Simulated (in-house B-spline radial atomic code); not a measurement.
A fraction x of an electron is removed from 4p in Cd4+, starting from [Kr] 4d8 and keeping the highest spin. Level of theory: scalar-relativistic (X2C) BLYP, spin-polarised, spherical fractional occupations, Fermi nucleus of rms radius 4.6087 fm; calculated with a B-spline radial code for spherical atoms.

```csv
x,E(x) - E(0) (eV),4p down level (eV)
0,0.0000,-118.810
0.07,8.3632,-120.141
0.23,?,?
0.34,41.4987,-125.319
0.45,55.4008,-127.449
0.5,61.7975,-128.420
0.55,68.2429,-129.394
0.7,?,?
0.84,106.5908,-135.087
0.91,116.0953,-136.472
1,128.4581,-138.258
```

Problem. What belongs in the row x = 0.23?

Solution. An energy change of 27.8302 eV; 4p down at -123.201 eV.

Problem. What belongs in the row x = 0.7?

Solution. An energy change of 87.8719 eV; 4p down at -132.329 eV.

Problem. Check Janak's theorem between x = 0.34 and 0.45.

Solution. The slope of the energy is 126.38 eV; the orbital levels give 126.38 eV (-ε of the emptying orbital, averaged over the two points).
